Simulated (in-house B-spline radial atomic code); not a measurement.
The numbers below are computed, except where a source is named.
## C6 from the polarisability at imaginary frequency: Be III (Be2+)

PBE0 linear response of the closed shell 1s2, from a B-spline radial code for spherical atoms; non-relativistic, point nucleus, no spin-orbit coupling.

The dispersion coefficient of two like species is C6 = (3/π) ∫ α(iu)² du from 0 to ∞.

```json
{"u (hartree)": "0", "α(iu) (bohr³)": "0.05426"}
{"u (hartree)": "0.156", "α(iu) (bohr³)": "0.05421"}
{"u (hartree)": "0.364", "α(iu) (bohr³)": "0.05398"}
{"u (hartree)": "0.624", "α(iu) (bohr³)": "0.05344"}
{"u (hartree)": "1.04", "α(iu) (bohr³)": "0.05206"}
{"u (hartree)": "1.56", "α(iu) (bohr³)": "0.04957"}
{"u (hartree)": "2.34", "α(iu) (bohr³)": "0.04485"}
{"u (hartree)": "3.64", "α(iu) (bohr³)": "0.03635"}
{"u (hartree)": "5.2", "α(iu) (bohr³)": "0.02757"}
{"u (hartree)": "7.79", "α(iu) (bohr³)": "0.01774"}
{"u (hartree)": "13", "α(iu) (bohr³)": "0.008573"}
{"u (hartree)": "26", "α(iu) (bohr³)": "0.002619"}
```

**Question.** Fit one oscillator, α(iu) = α(0)/(1 + u²/ω²), through u = 5.2 and estimate C6.

**Answer.** From α(0)/α(iu) − 1 = 0.05426/0.02757 − 1 = 0.9681, ω = u/√0.9681 = 5.2850 hartree (143.8 eV). London's formula gives C6 = (3/4) α(0)² ω = 0.75 × 0.05426² × 5.2850 = 0.01167 hartree·bohr⁶, and the oscillator holds f = α(0) ω² = 1.52 electrons, of a sum of oscillator strengths of 2.0.

**Question.** How does that compare with the full integral?

**Answer.** The program's quadrature over all excitations gives C6 = 0.01178, so the single oscillator is off by -0.9 %. At the last point the fit gives α = 0.00215 against 0.00262: higher excitations, and deeper shells where there are any, keep the true curve higher at large u.
